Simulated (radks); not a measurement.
Neutral magnesium inside a hard spherical wall (all orbitals vanish at R), configuration held at [Ne] 3s2 and not refilled when levels cross. Method: scalar-relativistic Kohn-Sham, PBE, spin-polarised, spherical densities, finite nucleus; Fermi nuclear charge, rms radius 3.057 fm; computed with a radial shooting solver on a logarithmic mesh with Libxc functionals. Eigenvalues in eV for spin up, with the zero of energy where the potential of the charges vanishes at infinity; a dash marks a level that is unbound or too diffuse for the functional's potential to be trusted. A positive occupied level is held by the wall or, in an anion where self-interaction has pushed it up, behind a barrier. The pressure on the wall is -dE/dV.

R (bohr)  E (hartree)  kinetic (hartree)    e(1s)    e(2s)    e(2p)   e(3s)  e(3p, empty)  e(4s, empty)  pressure (GPa)
free       -200.27974            200.511  -1259.6  -79.845  -46.614  -4.705        -1.330             -               0
15         -200.27974            200.511  -1259.6  -79.845  -46.613  -4.705        -1.325         0.256        < 0.0001
12         -200.27969            200.512  -1259.6  -79.838  -46.606  -4.700        -1.294         0.773        0.000982
10         -200.27923            200.516  -1259.6  -79.790  -46.558  -4.667        -1.190         1.710          0.0133
8          -200.27516            200.545  -1259.3  -79.518  -46.287  -4.472        -0.777         4.123           0.181
7          -200.26635            200.596  -1258.9  -79.109  -45.879  -4.155        -0.220         6.696           0.681
5          -200.16758            200.995  -1256.3  -76.685  -43.465  -1.724         3.391        20.328            11.3
4          -199.94276            201.695  -1253.0  -73.746  -40.544   2.605         9.122        39.636            56.1
3          -199.14640            203.842  -1246.1  -68.007  -34.813  15.800        24.838        88.756             389
2.5        -197.98971            206.843  -1238.5  -62.448  -29.115  33.268        43.824        144.77            1300
